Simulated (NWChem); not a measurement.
System: C$_{2}$H$_{5}$ClOSi; SMILES C([SiH2]Cl)C=O

The following NWChem deck was run.

```
start job
memory heap 200 mb stack 900 mb global 1100 mb
geometry units angstroms noautosym nocenter noautoz
  O      0.584877    -2.705407     0.410522
  C      0.575571    -1.753869    -0.323539
  C     -0.657812    -0.990745    -0.702177
  Si    -0.891443     0.602536     0.283656
  Cl     0.721051     1.857525    -0.061958
  H      1.526578    -1.356161    -0.762902
  H     -0.625228    -0.704220    -1.766774
  H     -1.545883    -1.616656    -0.511724
  H     -0.958272     0.313756     1.740788
  H     -2.129671     1.287272    -0.178362
end
basis spherical
  O library 6-31g*
  C library 6-31g*
  Si library 6-31g*
  Cl library 6-31g*
  H library 6-31g*
end
dft
  xc hfexch
  iterations 150
  mulliken
end
task dft energy
esp
  recalculate
  probe 0.07
  range 0.3
  factor 1.0
  spacing 0.02
end
task esp
```

Geometry: optimised at PBE0/def2-SVP.

Atomic charges in e: unrestrained fits to the electrostatic potential beside Mulliken populations; buried atoms are poorly determined by the fit.

Atoms are numbered as in the input.

Task: Predict the main results of this run. (Hartree-Fock/6-31G* (spherical d).) Quantities: ESP O1; Mulliken O1; ESP C2; Mulliken C2; ESP C3; Mulliken C3; ESP Si4; Mulliken Si4; ESP Cl5; Mulliken Cl5; relative RMS misfit of the potential (%).

Result: 
* **ESP O1**: -0.54
* **Mulliken O1**: -0.49
* **ESP C2**: 0.56
* **Mulliken C2**: 0.35
* **ESP C3**: -0.25
* **Mulliken C3**: -0.73
* **ESP Si4**: 0.69
* **Mulliken Si4**: 0.86
* **ESP Cl5**: -0.31
* **Mulliken Cl5**: -0.37
* **relative RMS misfit of the potential (%)**: 21
